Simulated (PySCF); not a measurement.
Match the calculated data to a structure.

All candidates are C5H5FS.

* UV, first state: lowest singlet excitation: 5.63 eV (220 nm, f = 0.113) [TDDFT CAM-B3LYP/def2-SVPD]
* Polarisability: 74.1 au [CAM-B3LYP/def2-SVPD]
* Rotational structure: rotational constants A, B, C: 4.811, 1.649, 1.238 GHz [GFN2-xTB]
* Dipole: 1.28 D [CAM-B3LYP/def2-SVPD]
* Triplet: lowest triplet excitation (Tamm–Dancoff): 3.68 eV [TDA CAM-B3LYP/def2-SVPD]

The electronic properties come from PySCF, for the isolated species, density fitting. Levels stand in brackets. The structure is a single GFN2-xTB conformer in the gas phase; no vibrational or solvent corrections.

Question: Which candidate is it?
A. `C#C[C@@H]1C[C@H](F)S1`
B. `FCc1cccs1`
C. `C#C[C@@H]1S[C@]1(C)F`

Answer: B. It is `FCc1cccs1`. Numbering: `[F:1][CH2:2][c:3]1[cH:4][cH:5][cH:6][s:7]1`. Its formula, C5H5FS, gives 3 degrees of unsaturation: 1 ring and 2 π bonds in the structure found (Kekulé form). The optimised geometry has point group Cs and is an asymmetric top.

The others, at the same levels:
- `C#C[C@@H]1C[C@H](F)S1` fails: its computed lowest singlet excitation is 4.60 eV (270 nm, f = 0.001) (against 5.63 eV), lowest triplet excitation (Tamm–Dancoff) is 4.08 eV (against 3.68 eV) and static isotropic polarisability is 76.0 au (against 74.1 au).
- `C#C[C@@H]1S[C@]1(C)F` fails: its computed lowest singlet excitation is 4.61 eV (269 nm, f = 0.005) (against 5.63 eV), lowest triplet excitation (Tamm–Dancoff) is 4.11 eV (against 3.68 eV) and static isotropic polarisability is 77.7 au (against 74.1 au).

Each candidate is one conformer, not necessarily the lowest. The conformers computed, where there is a choice (atom-mapped SMILES and torsion angles):
- `[F:1][CH2:2][c:3]1[cH:4][cH:5][cH:6][s:7]1`: F1–C2–C3–C4 0°
